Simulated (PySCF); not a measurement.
All of these have the formula C3H7NSi. Computed with TDDFT PBE0/def2-SVPD, vertical, gas phase, core orbitals frozen in the response (PySCF 2.14.0, density-fitted response routines). Geometries: GFN2-xTB; one conformer of each isolated species. Triplets are in the Tamm–Dancoff approximation.

A. `[H]/N=C\[C@@H]1C[SiH2]1`
B. `C=C[SiH2]N=C`
C. `[SiH3]C[C@H]1C=N1`

Lowest singlet levels (six at most, fewer where fewer were computed) with oscillator strengths:

1. 309 nm (f 0.000); 224 nm (f 0.015); 200 nm (f 0.037); 191 nm (f 0.018); 189 nm (f 0.014); 181 nm (f 0.009); T1 3.38 eV
2. 256 nm (f 0.000); 192 nm (f 0.011); 174 nm (f 0.011); 170 nm (f 0.001); 162 nm (f 0.009); 162 nm (f 0.011); T1 4.10 eV
3. 247 nm (f 0.017); 214 nm (f 0.270); 206 nm (f 0.033); 199 nm (f 0.022); 192 nm (f 0.016); 187 nm (f 0.002); T1 4.10 eV

**Question.** Which spectrum belongs to which structure?

**Answer.** 1 = B, 2 = C, 3 = A.
- A: S1 at 5.02 eV, HOMO→LUMO (47%), HOMO-1→LUMO (34%); Löwdin shares by element: HOMO carbon 30% or more, nitrogen 28%, silicon 20% (atoms not listed hold the other 22%); LUMO silicon 32%, carbon 26% or more, nitrogen 16% (atoms not listed hold the other 27%); HOMO -6.86 and LUMO -0.53 eV.
- B: S1 at 4.01 eV, HOMO→LUMO (92%); Löwdin shares by element: HOMO nitrogen 57%, carbon 16% or more, silicon 9%, hydrogen 7% or more; LUMO carbon 49%, nitrogen 28% (atoms not listed hold the other 23%); HOMO -6.96 and LUMO -0.93 eV.
- C: S1 at 4.85 eV, HOMO→LUMO (99%); Löwdin shares by element: HOMO carbon 50%, nitrogen 39%; LUMO carbon 46% or more, nitrogen 37%, hydrogen 8% or more; HOMO -7.68 and LUMO -0.82 eV.
